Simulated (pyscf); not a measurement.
:HSi–O–AsH₂ (SMILES [SiH]O[AsH2]) [singlet] -> H₃AsOSi (SMILES O1[SiH2][AsH]1) (rearrangement; singlet surface; As–H broken, As–Si, H–Si formed). Structures and frequencies: ωB97X-D3(BJ)/def2-SVP in PySCF. MP2 and CC: frozen core, UHF for open shells. ΔMP2 is the change of the MP2 total energy from the triple- to the quadruple-zeta basis. Energies in kJ/mol from the reactant's lowest minimum found.

```json
[
 {"level": "M06-2X/def2-TZVP", "barrier": "69.5", "reaction energy": "-64.1"},
 {"level": "ωB97M-D3(BJ)/def2-TZVP", "barrier": "81.0", "reaction energy": "-55.5"},
 {"level": "HF/def2-TZVP", "barrier": "155.1", "reaction energy": "-38.8"},
 {"level": "MP2/def2-QZVPP", "barrier": "…", "reaction energy": "-84.6"},
 {"level": "CCSD/def2-TZVPP", "barrier": "81.4", "reaction energy": "-56.7"},
 {"level": "CCSD(T)/def2-TZVPP", "barrier": "59.8", "reaction energy": "-63.8"},
 {"level": "CCSD(T)/def2-TZVPP + ΔMP2(QZVPP)", "barrier": "…", "reaction energy": "…"}
]
```

### Question
Some entries are withheld; supply them.

### Answer

- MP2/def2-QZVPP, barrier: 45.4
- CCSD(T)/def2-TZVPP + ΔMP2(QZVPP), barrier: 56.2
- CCSD(T)/def2-TZVPP + ΔMP2(QZVPP), reaction energy: -68.3

:HSi–O–AsH₂ [singlet] lies 71.5 kJ/mol over its isomer HO–Si:–AsH₂ [singlet], and others may lie lower still (electronic energy, ωB97M-D3(BJ)). One saddle was located; it need not be the lowest between these sides. A restricted solution here is unstable towards spin polarisation, so biradical character is likely and single-reference numbers are less safe. The CCSD(T) − MP2 part came from Ansatz, without density fitting, on the same reference. The frozen core leaves the outer d or s,p core shells of the metals and heavy elements correlated in the MP2 and CC values, and def2-TZVPP describes them poorly, which can shift differences by a few kcal/mol. Elements up to Kr have no core potential and no relativistic terms here.
